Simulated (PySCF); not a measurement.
Simulation results for CH3BFO, BFH4OSi, BClH3N, BH2NO and others

Calculation on a computer-drawn molecule: optimised geometry and harmonic frequencies of an isolated molecule of the commonest isotopes, restricted reference for singlets and unrestricted otherwise, frozen core in MP2. Program: PySCF 2.14.0.

Common to all runs: charge 0.

(1) CH3BFO

Start structure:
```xyz
7
CH3BFO
O      1.1302    -0.6339    -0.3840
C      1.5514    -1.5385     0.4520
B      0.7844    -2.8179     0.7669
F      1.3287    -3.7266     1.5529
H      0.2367    -0.8134    -0.7749
H      2.4729    -1.2890     0.8587
H     -0.3127    -3.0798     0.3023
```

Here we set multiplicity 2, method HF and basis cc-pVDZ.

The calculation gives: rotational constants 46.94, 3.813, 3.526 GHz; total energy -238.6326 hartree; spin squared 0.7575; convergence status largest gradient component 2.457e-05 hartree/bohr.

Drawn bonds:
| atom | other atom | order |
| --- | --- | --- |
| 1 | 2 | 1 |
| 2 | 3 | 1 |
| 3 | 4 | 1 |
| 1 | 5 | 1 |
| 2 | 6 | 1 |
| 3 | 7 | 1 |

Optimised structure:
```xyz
7
CH3BFO
O      1.0917    -0.5994    -0.3896
C      1.5429    -1.5510     0.4384
B      0.7820    -2.8266     0.7529
F      1.3115    -3.7218     1.5929
H      0.2449    -0.8409    -0.7396
H      2.5115    -1.2958     0.8511
H     -0.2929    -3.0636     0.2678
```

Modes:
| frequency (cm⁻¹) | reduced mass (dalton) |
| --- | --- |
| 227.5 | 4.18 |
| 276.3 | 3.924 |
| 479.1 | 1.347 |
| 498 | 6.977 |
| 771 | 1.136 |
| 923.7 | 1.657 |
| 1063 | 2.706 |
| 1145 | 1.712 |
| 1290 | 1.19 |
| 1308 | 4.49 |
| 1439 | 1.64 |
| 1643 | 2.623 |
| 2707 | 1.095 |
| 3348 | 1.089 |
| 4122 | 1.066 |

(2) BFH4OSi

Start structure:
```xyz
8
BFH4OSi
O     -2.8733    -1.2670     0.4942
Si    -1.2323    -1.3079     0.7793
B     -0.3620     0.2305    -0.1603
F      0.9698     0.2177    -0.3728
H     -3.4172    -0.4449     0.7562
H     -0.8999    -1.3663     2.1404
H     -0.9759    -2.5857     0.1886
H     -0.8446     1.1739    -0.5647
```

It was run with multiplicity 1, method HF and basis cc-pV(D+d)Z.

It finds rotational constants 19.3, 2.599, 2.37 GHz; total energy -490.3295 hartree; convergence status largest gradient component 2.275e-05 hartree/bohr.

Drawn bonds:
| atom | other atom | order |
| --- | --- | --- |
| 1 | 2 | 1 |
| 2 | 3 | 1 |
| 3 | 4 | 1 |
| 1 | 5 | 1 |
| 2 | 6 | 1 |
| 2 | 7 | 1 |
| 3 | 8 | 1 |

Optimised structure:
```xyz
8
BFH4OSi
O     -2.9375    -1.2419     0.5137
Si    -1.2956    -1.3236     0.7229
B     -0.3248     0.2333    -0.1877
F      0.9990     0.1636    -0.3329
H     -3.4103    -0.4908     0.8381
H     -0.9425    -1.3121     2.1669
H     -0.8774    -2.6147     0.1407
H     -0.8464     1.2365    -0.6008
```

Modes:
| frequency (cm⁻¹) | reduced mass (dalton) |
| --- | --- |
| 43.03 | 3.181 |
| 148.6 | 1.889 |
| 199.3 | 1.725 |
| 314.4 | 7.734 |
| 444.7 | 1.218 |
| 664.9 | 3.597 |
| 758.6 | 1.121 |
| 865.9 | 2.887 |
| 891.8 | 1.632 |
| 927.1 | 1.425 |
| 954.6 | 1.249 |
| 1021 | 1.083 |
| 1158 | 1.489 |
| 1332 | 4.04 |
| 2277 | 1.041 |
| 2333 | 1.039 |
| 2691 | 1.091 |
| 4179 | 1.067 |

(3) BClH3N

Start structure:
```xyz
6
BClH3N
N     -2.3569    -0.2501    -0.0570
B     -2.0736     1.0217    -0.5156
Cl    -2.0684     1.3481    -2.2739
H     -2.5640    -1.0174    -0.6624
H     -2.3697    -0.4719     0.9164
H     -1.8297     1.9204     0.2287
```

Here we set multiplicity 1, method MP2 and basis cc-pV(D+d)Z.

It finds rotational constants 50.95, 5.447, 4.921 GHz; total energy -540.8778 hartree; convergence status largest gradient component 1.853e-05 hartree/bohr.

Drawn bonds:
| atom | other atom | order |
| --- | --- | --- |
| 1 | 2 | 1 |
| 2 | 3 | 1 |
| 1 | 4 | 1 |
| 1 | 5 | 1 |
| 2 | 6 | 1 |

Optimised structure:
```xyz
6
BClH3N
N     -2.3571    -0.2508    -0.0580
B     -2.0723     1.0296    -0.5266
Cl    -2.0682     1.3490    -2.2752
H     -2.5675    -1.0305    -0.6713
H     -2.3688    -0.4709     0.9307
H     -1.8284     1.9245     0.2365
```

Modes:
| frequency (cm⁻¹) | reduced mass (dalton) |
| --- | --- |
| 356.2 | 3.251 |
| 512.9 | 1.207 |
| 616.7 | 1.319 |
| 725.3 | 3.079 |
| 909.5 | 1.251 |
| 940.7 | 1.3 |
| 1151 | 1.456 |
| 1365 | 2.894 |
| 1618 | 1.343 |
| 2711 | 1.099 |
| 3634 | 1.051 |
| 3758 | 1.099 |

(4) BH2NO

Start structure:
```xyz
5
BH2NO
N     -0.4500    -1.7549    -1.7466
B      0.2824    -1.0914    -0.8456
O      1.1484    -0.4764    -0.0958
H     -1.2175    -2.0762    -2.1446
H      1.7824    -0.9625     0.3092
```

Settings of this run: multiplicity 1, method HF and basis cc-pVDZ.

It finds rotational constants 734.1, 8.834, 8.728 GHz; total energy -155.2159 hartree; convergence status largest gradient component 1.22e-05 hartree/bohr.

Drawn bonds:
| atom | other atom | order |
| --- | --- | --- |
| 1 | 2 | 2 |
| 2 | 3 | 1 |
| 1 | 4 | 1 |
| 3 | 5 | 1 |

Optimised structure:
```xyz
5
BH2NO
N     -0.5106    -1.6825    -1.6239
B      0.2853    -1.0951    -0.8928
O      1.1421    -0.4506    -0.1037
H     -1.1587    -2.1280    -2.2130
H      1.7876    -1.0052     0.3100
```

Modes:
| frequency (cm⁻¹) | reduced mass (dalton) |
| --- | --- |
| 251.9 | 1.381 |
| 408.4 | 2.155 |
| 484.1 | 1.536 |
| 523.8 | 4.052 |
| 1060 | 8.774 |
| 1079 | 1.277 |
| 2201 | 8.215 |
| 4116 | 1.101 |
| 4161 | 1.067 |

(5) CH3BO2

Start structure:
```xyz
7
CH3BO2
O      2.2003    -0.4134     0.1701
B      0.9766     0.0132     0.1712
C     -0.3661     0.4804     0.1663
O     -1.5159    -0.0880    -0.1998
H      2.6559    -0.7709     1.0462
H     -0.4089     1.6210     0.2884
H     -2.2280     0.1925     0.3404
```

Settings of this run: multiplicity 1, method HF and basis cc-pVDZ.

Results for CH3BO2: rotational constants 49.47, 3.849, 3.638 GHz; total energy -213.9996 hartree; convergence status largest gradient component 2.242e-05 hartree/bohr.

Drawn bonds:
| atom | other atom | order |
| --- | --- | --- |
| 1 | 2 | 1 |
| 2 | 3 | 2 |
| 3 | 4 | 1 |
| 1 | 5 | 1 |
| 3 | 6 | 1 |
| 4 | 7 | 1 |

Optimised structure:
```xyz
7
CH3BO2
O      2.1576    -0.4673     0.1942
B      0.9456     0.0390     0.1679
C     -0.3102     0.6414     0.0923
O     -1.4689    -0.0391    -0.2585
H      2.4363    -0.7901     1.0410
H     -0.4046     1.7123     0.2522
H     -2.0418    -0.0614     0.4937
```

Modes:
| frequency (cm⁻¹) | reduced mass (dalton) |
| --- | --- |
| 186.4 | 4.455 |
| 286.1 | 1.435 |
| 392.7 | 2.476 |
| 536.6 | 1.35 |
| 626.2 | 6.806 |
| 758.1 | 1.26 |
| 912.8 | 4.957 |
| 1115 | 1.259 |
| 1228 | 3.496 |
| 1344 | 1.183 |
| 1442 | 1.461 |
| 1916 | 9.11 |
| 3290 | 1.085 |
| 4122 | 1.066 |
| 4125 | 1.067 |

(6) H4O2Si

Start structure:
```xyz
7
H4O2Si
O      0.1123     0.0471     0.1191
Si     1.0937     0.3978    -1.1275
O      1.2264     1.9802    -1.1030
H     -0.1643    -0.8680     0.2780
H      0.5579     0.0124    -2.4154
H      2.4234    -0.2181    -0.8611
H      0.8717     2.4822    -0.3073
```

It was run with multiplicity 1, method HF and basis cc-pV(D+d)Z.

Results for H4O2Si: rotational constants 22.74, 7.6, 6.163 GHz; total energy -441.0872 hartree; convergence status largest gradient component 2.113e-05 hartree/bohr.

Drawn bonds:
| atom | other atom | order |
| --- | --- | --- |
| 1 | 2 | 1 |
| 2 | 3 | 1 |
| 1 | 4 | 1 |
| 2 | 5 | 1 |
| 2 | 6 | 1 |
| 3 | 7 | 1 |

Optimised structure:
```xyz
7
H4O2Si
O     -0.0743    -0.0591     0.0104
Si     1.0207     0.4157    -1.1221
O      1.0747     2.0504    -1.1303
H     -0.0042    -0.9199     0.3934
H      0.6270     0.0159    -2.4809
H      2.3321    -0.1795    -0.7806
H      1.1451     2.5101    -0.3071
```

Modes:
| frequency (cm⁻¹) | reduced mass (dalton) |
| --- | --- |
| 144.1 | 1.164 |
| 208.8 | 1.232 |
| 372.5 | 2.928 |
| 705.8 | 1.21 |
| 771 | 1.079 |
| 857 | 1.744 |
| 860.8 | 1.855 |
| 908.5 | 2.099 |
| 955.5 | 2.074 |
| 1065 | 1.388 |
| 1072 | 1.101 |
| 2304 | 1.044 |
| 2364 | 1.037 |
| 4175 | 1.067 |
| 4185 | 1.067 |

(7) AlBH3NO

Start structure:
```xyz
7
AlBH3NO
B     -0.9882    -1.6392     0.3767
N     -1.3910    -1.1541     1.5362
Al    -0.7208     0.2473     2.6010
O     -0.1131     1.3632     3.4804
H      0.0269    -1.2169    -0.1076
H     -1.5373    -2.5418    -0.1764
H     -2.3205    -1.6070     1.9056
```

Settings of this run: multiplicity 1, method HF and basis cc-pV(D+d)Z.

It finds rotational constants 41.18, 3.041, 2.832 GHz; total energy -397.7024 hartree; convergence status largest gradient component 2.164e-05 hartree/bohr.

Drawn bonds:
| atom | other atom | order |
| --- | --- | --- |
| 1 | 2 | 1 |
| 2 | 3 | 1 |
| 3 | 4 | 2 |
| 1 | 5 | 1 |
| 1 | 6 | 1 |
| 2 | 7 | 1 |

Optimised structure:
```xyz
7
AlBH3NO
B     -0.9620    -1.6305     0.4001
N     -1.5023    -1.1565     1.6187
Al    -0.7246     0.1576     2.5222
O     -0.0720     1.3188     3.3596
H      0.0475    -1.1147    -0.0117
H     -1.4879    -2.5182    -0.2092
H     -2.3428    -1.6050     1.9361
```

Modes:
| frequency (cm⁻¹) | reduced mass (dalton) |
| --- | --- |
| 125.8 | 3.587 |
| 198.4 | 2.585 |
| 255.6 | 7.104 |
| 324.5 | 2.058 |
| 683.3 | 4.535 |
| 838.9 | 1.089 |
| 991.7 | 1.272 |
| 1103 | 1.358 |
| 1203 | 2.537 |
| 1233 | 3.845 |
| 1336 | 1.29 |
| 1429 | 2.107 |
| 2644 | 1.061 |
| 2741 | 1.122 |
| 3791 | 1.075 |

(8) AlFH

Start structure:
```xyz
3
AlFH
F     -2.0485     0.3934     4.0666
Al    -2.2523     1.5818     2.9263
H     -3.2845     1.2500     1.7629
```

Here we set multiplicity 2, method MP2 and basis cc-pV(D+d)Z.

Results for AlFH: rotational constants 266.7, 15.1, 14.29 GHz; total energy -342.2154 hartree; spin squared 0.7569; convergence status largest gradient component 1.358e-05 hartree/bohr.

Drawn bonds:
| atom | other atom | order |
| --- | --- | --- |
| 1 | 2 | 1 |
| 2 | 3 | 1 |

Optimised structure:
```xyz
3
AlFH
F     -2.0426     0.3868     4.0794
Al    -2.2548     1.5840     2.9213
H     -3.2879     1.2544     1.7551
```

Modes:
| frequency (cm⁻¹) | reduced mass (dalton) |
| --- | --- |
| 605.5 | 1.142 |
| 808.7 | 18.5 |
| 1883 | 1.045 |
